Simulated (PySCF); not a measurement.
A database entry of computed molecular properties. Lists by class give the value and the number of equivalent atoms.

```json
{
 "name": "indan",
 "formula": "C9H10",
 "smiles": "c1ccc2c(c1)CCC2",
 "inchi": "InChI=1S/C9H10/c1-2-5-9-7-3-6-8(9)4-1/h1-2,4-5H,3,6-7H2",
 "charge": 0,
 "multiplicity": 1,
 "geometry_level": "PBE0-D3(BJ)/def2-SVP",
 "atoms_angstrom": [
  ["C", 2.456, 0.498, -0.164],
  ["C", 2.32, -0.854, -0.488],
  ["C", 1.066, -1.467, -0.452],
  ["C", -0.048, -0.712, -0.094],
  ["C", 0.088, 0.644, 0.231],
  ["C", 1.34, 1.253, 0.199],
  ["C", -1.249, 1.227, 0.606],
  ["C", -2.247, 0.2, 0.046],
  ["C", -1.487, -1.137, 0.039],
  ["H", 3.442, 0.967, -0.201],
  ["H", 3.2, -1.434, -0.776],
  ["H", 0.962, -2.525, -0.708],
  ["H", 1.449, 2.312, 0.45],
  ["H", -1.329, 1.302, 1.706],
  ["H", -1.405, 2.242, 0.209],
  ["H", -3.188, 0.158, 0.614],
  ["H", -2.503, 0.474, -0.99],
  ["H", -1.63, -1.681, 0.991],
  ["H", -1.814, -1.816, -0.763]
 ],
 "electronic_structure_code": "PySCF",
 "results": {
  "PBE0-D3(BJ)/def2-SVP geometry optimisation, gas phase": {
   "point_group": "Cs",
   "rotational_constants_GHz": [3.545, 1.501, 1.084]
  },
  "B3LYP/def2-SVPD ground state, ΔSCF and vertical TDDFT (core frozen in the response)": {
   "dipole_D": 0.65,
   "homo_eV": -6.51,
   "lumo_eV": -0.43,
   "S1_eV": 5.16,
   "strongest_line_of_10_singlets_eV": 6.68,
   "T1_tda_eV": 4.06,
   "polarisability_au": 101.5,
   "vertical_ip_eV": 8.44,
   "r2_bohr2_about_centre_of_nuclear_charge": 1118.8,
   "singlets_eV_and_f": [
    [5.16, 0.023],
    [5.82, 0.006],
    [6.23, 0.013],
    [6.58, 0.076],
    [6.6, 0.301],
    [6.64, 0.232],
    [6.68, 0.417],
    [6.84, 0.0],
    [7.02, 0.0],
    [7.15, 0.013]
   ],
   "triplets_tda_eV": [4.06, 4.46, 4.61, 5.09]
  },
  "PBE0/pcSseg-1 ground state and GIAO shieldings, non-relativistic": {
   "shift_vs_computed_TMS_C_by_class_ppm": [
    [149.1, 2],
    [131.8, 2],
    [129.7, 2],
    [35.9, 2],
    [28.5, 1]
   ],
   "shift_vs_computed_TMS_H_by_class_ppm": [
    [7.36, 2],
    [7.26, 2],
    [2.86, 4],
    [1.93, 2]
   ],
   "charges_hirshfeld_e_by_atom": [-0.06, -0.06, -0.06, 0.0, 0.0, -0.06, -0.07, -0.06, -0.07, 0.05, 0.05, 0.05, 0.05, 0.04, 0.04, 0.04, 0.04, 0.04, 0.04]
  },
  "delta-SCF UKS SCAN, pcX-2 on the ionised atom, pcseg-1 elsewhere, spin-free X2C": {
   "core_binding_eV": [
    ["C1s", 289.86, 2],
    ["C1s", 289.89, 2],
    ["C1s", 289.9, 2],
    ["C1s", 290.48, 1],
    ["C1s", 290.49, 2]
   ]
  }
 }
}
```

The principal polarisabilities are 67.3, 109.1 and 128.0 au; their mean is the isotropic value. With B = h/(8π²I), that is 505.379 GHz u Å² over I, the principal moments of inertia are 142.6, 336.8 and 466.3 u Å² (most abundant isotopes); the inertial defect Ic − Ia − Ib is -13.1 u Å² (zero for a rigid planar frame, negative otherwise). S1 lies 0.92 eV below the HOMO–LUMO gap; its leading configuration is HOMO→LUMO, weight 0.69. The polarisability is 15.03 Å³ as a volume (1 au = 0.148185 Å³), or 1.59 au for each of the 64 electrons. In atomic units the dipole is 0.25 e·bohr (1 au = 2.5417 D).

One conformer stands for the species.
